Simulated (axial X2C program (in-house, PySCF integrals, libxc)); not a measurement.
Outer orbitals of AlBr⁻ at 2.482 Å, HF

Calculated with an axial X2C code built on PySCF integrals. Spin-free means the one-electron spin-free X2C Hamiltonian; two-component (2c) means X2C with spin–orbit coupling and atomic mean-field two-electron Coulomb and Gaunt terms, so the difference of the two also holds small scalar two-electron terms. Basis: Br dyall-acv3z [9s10p7d5f1g], Al dyall-av3z [9s9p3d2f] (cores contracted in-house); Gaussian nuclei, density fitting, unrestricted open shells. Masses: Br 78.918 u, Al 26.982 u.

The distance is close to the 2c PBE0 minimum; the highest filled and lowest empty levels are listed.

Spin-free orbitals, state M_S = 1/2, Λ = 1 (beyond evenly filled blocks: π+α) (Löwdin shares):

```
symmetry  occupied  ε (eV)              atomic character
      σα       yes  -22.53    80% Br s, 6% Al p, 6% Al d
      σβ       yes  -22.46    80% Br s, 6% Al p, 6% Al d
      σα       yes   -8.86   64% Br p, 28% Al s, 2% Br s
      σβ       yes   -8.45   71% Br p, 21% Al s, 2% Al p
     π+α       yes   -6.66    87% Br p, 5% Al p, 4% Al d
     π-α       yes   -6.47    87% Br p, 5% Al d, 4% Al f
     π+β       yes   -6.44    88% Br p, 5% Al d, 5% Al f
     π-β       yes   -6.44    88% Br p, 5% Al d, 5% Al f
      σα       yes   -4.47  47% Al s, 24% Br p, 19% Al p
      σβ       yes   -3.76  53% Al s, 22% Al p, 17% Br p
     π+α       yes   -0.33    81% Al p, 6% Br d, 6% Al d
     π-α        no    3.01                      99% Al p
      σα        no    3.05             94% Al p, 5% Al s
      σβ        no    3.09             97% Al p, 2% Al s
     π-β        no    3.10                      99% Al p
     π+β        no    3.10                      99% Al p
```

Spinors with spin–orbit coupling (state Ω = 1/2):

```csv
ω,occupied,ε (eV),atomic character,λ mixture
-1/2,yes,-22.53,"80% Br s, 6% Al p, 6% Al d",100% σ
1/2,yes,-22.46,"80% Br s, 6% Al p, 6% Al d",100% σ
-1/2,yes,-8.87,"65% Br p, 28% Al s","99% σ, 1% π"
1/2,yes,-8.47,"72% Br p, 20% Al s, 2% Al p","98% σ, 2% π"
1/2,yes,-6.81,"86% Br p, 4% Al p, 4% Al f","98% π, 2% σ"
-1/2,yes,-6.62,"87% Br p, 5% Al d, 4% Al f","99% π, 1% σ"
-3/2,yes,-6.29,"87% Br p, 5% Al d, 4% Al f",100% π
3/2,yes,-6.26,"87% Br p, 5% Al d, 5% Al f",100% π
-1/2,yes,-4.45,"46% Al s, 25% Br p, 19% Al p","100% σ, 0% π"
1/2,yes,-3.74,"53% Al s, 22% Al p, 17% Br p",100% σ
1/2,yes,-0.34,"82% Al p, 6% Br d, 6% Al d",100% π
-3/2,no,3.01,99% Al p,100% π
-1/2,no,3.05,"95% Al p, 4% Al s",100% σ
-1/2,no,3.10,99% Al p,100% π
1/2,no,3.10,"97% Al p, 2% Al s",100% σ
3/2,no,3.10,99% Al p,100% π
```

Mulliken charges and populations of the two-component result (they depend on the basis, above all on diffuse functions):

Br -0.54 e (s 7.98 p 17.53 d 10.02), Al -0.46 e (s 5.89 p 7.47 d 0.09 f 0.01). ⟨Lz⟩ = 1.00 ħ and ⟨Sz⟩ = -0.50 ħ (0.03 and -0.53 on the two atoms), which add up to Ω.

One determinant describes the state; a PBE0 search over occupations chose it and may have missed a lower one. The highest occupied level is positive at some bond lengths even in Hartree–Fock (under at least one Hamiltonian), so the basis set holds the extra electron there; where that holds at Re the anion is at best weakly bound and its constants depend on the basis.
